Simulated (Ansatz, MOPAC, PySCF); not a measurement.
Torsion H4–C1–Ge2–F3 in CH3FGe (SMILES [CH3][Ge][F]); at each angle all else is relaxed with GFN2-xTB, and the levels are single points there.
Geometry at 60° (charge 0, multiplicity 1):
| atom | x (Å) | y (Å) | z (Å) |
|---|---|---|---|
| C | -0.5868 | -0.0123 | -0.0021 |
| Ge | 1.2664 | -0.8498 | -0.1033 |
| F | 0.8471 | -2.2003 | 1.0465 |
| H | -0.8064 | 0.2729 | 1.0274 |
| H | -1.3385 | -0.7408 | -0.3075 |
| H | -0.6850 | 0.8707 | -0.6327 |
Energies count from the point at 60°.

Cores are frozen in the correlated methods. Filled d and f shells under p-block atoms count as core. CBS: X⁻³ extrapolation of the correlation energy, Hartree–Fock from the larger set. The state that PM7 reach isn't checked; PM7 holds dispersion and hydrogen-bond terms.

Run with Ansatz (an electronic-structure program); MOPAC for PM7 (differences of heats of formation); PySCF for the dispersion terms. 

Energies in kJ/mol.

```csv
dihedral (°),PM7,HF/cc-pVDZ,PBE0-D4/def2-TZVPP,SCS-MP2/cc-pVQZ,"CCSD(T)/CBS(cc-pVTZ, cc-pVQZ)"
0,1.0,1.8,1.5,1.8,1.7
20,0.8,1.3,1.1,1.3,1.2
40,0.2,0.4,0.3,0.4,0.3
60,0.0,0.0,0.0,0.0,0.0
80,0.3,0.5,0.4,0.5,0.4
100,0.8,1.3,1.1,1.3,1.2
120,1.0,1.7,1.5,1.8,1.6
```
